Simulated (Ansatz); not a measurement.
## Cost against result

Saddle point of SnPH6Br, closed shell (SnH₃Br ([Br][SnH3]) + PH₃ → SnPH₅ ([PH2][SnH3]) + HBr; bonds formed: Sn1–P7, Br2–H6; bonds broken: Sn1–Br2, H6–P7), PBE0-D4/def2-TZVP structure:

Sn1  (-0.765, 0.013, -1.096)
Br2  (2.571, 0.051, -0.635)
H3  (-0.295, -1.437, -1.820)
H4  (-2.463, -0.001, -0.819)
H5  (-0.320, 1.475, -1.813)
H6  (1.511, 0.579, 0.977)
P7  (0.141, 0.069, 1.266)
H8  (-0.751, 0.508, 2.281)
H9  (0.371, -1.258, 1.659)
(Å)

Barriers are electronic and count from the start structure reached by relaxing down the imaginary mode.

Computed with Ansatz 0.2.0 (basis: as named in each row); correlated methods freeze the cores. Filled d shells of the heavier atoms are correlated. Core potentials replace the inner electrons of the atoms past krypton. The def2 sets are not built for correlating such inner shells, so the correlated values are less sure here. B3LYP uses VWN-RPA correlation. Extrapolation: Hartree–Fock as exp(−7.88 √X), correlation as X^−2.97.

Times are rough, for one single point on 8 threads of a shared host (Intel Xeon 6975P-C).

The estimate by CCSD(T) at an estimated basis limit (MP2 extrapolated from triple and quadruple zeta, plus CCSD(T) − MP2 in triple zeta) is 32.63 kcal/mol.

| method | basis | time (s) | barrier (kcal/mol) | method less estimate |
| --- | --- | --- | --- | --- |
| SPW92 | def2-SVP | under 1 | 21.13 | -11.51 |
| PBE-D4 | def2-SVP | under 1 | 26.16 | -6.48 |
| PBE0-D4 | def2-SVP | under 1 | 29.21 | -3.42 |
| SPW92 | def2-TZVPP | under 1 | 19.96 | -12.68 |
| BLYP-D4 | def2-TZVPP | 1 | 27.83 | -4.81 |
| PBE-D4 | def2-TZVPP | 1 | 24.98 | -7.66 |
| PBE0-D4 | def2-TZVPP | 2 | 28.00 | -4.64 |
| B3LYP-D4 | def2-TZVPP | 2 | 30.11 | -2.52 |
| r2SCAN-D4 | def2-TZVPP | 2 | 27.45 | -5.18 |
| r2SCAN0-D4 | def2-TZVPP | 2 | 29.55 | -3.09 |
| BHLYP-D4 | def2-TZVPP | 2 | 33.27 | 0.63 |
| CAM-B3LYP-D4 | def2-TZVPP | 2 | 32.45 | -0.18 |
| wB97M-V | def2-SVP | 3 | 35.27 | 2.63 |
| RPA on PBE | def2-TZVPP | 3 | 35.99 | 3.35 |
| B2PLYP | def2-TZVPP | 3 | 32.32 | -0.32 |
| B97M-V | def2-TZVPP | 3 | 32.78 | 0.15 |
| PBE-QIDH | def2-TZVPP | 3 | 30.92 | -1.72 |
| CCSD(T) | def2-SVP | 4 | 39.21 | 6.57 |
| wB97X-V | def2-TZVPP | 4 | 33.31 | 0.67 |
| wB97M-V | def2-TZVPP | 4 | 33.91 | 1.28 |
| MP2 | def2-QZVPP | 11 | 31.64 | -1.00 |
| CCSD(T) | def2-TZVPP | 34 | 34.36 | 1.72 |

All methods are single points on the PBE0-D4 structures.

T1 diagnostic: at most 0.013.

Labels in which every atom is bracketed show which atoms are joined, not bond orders.
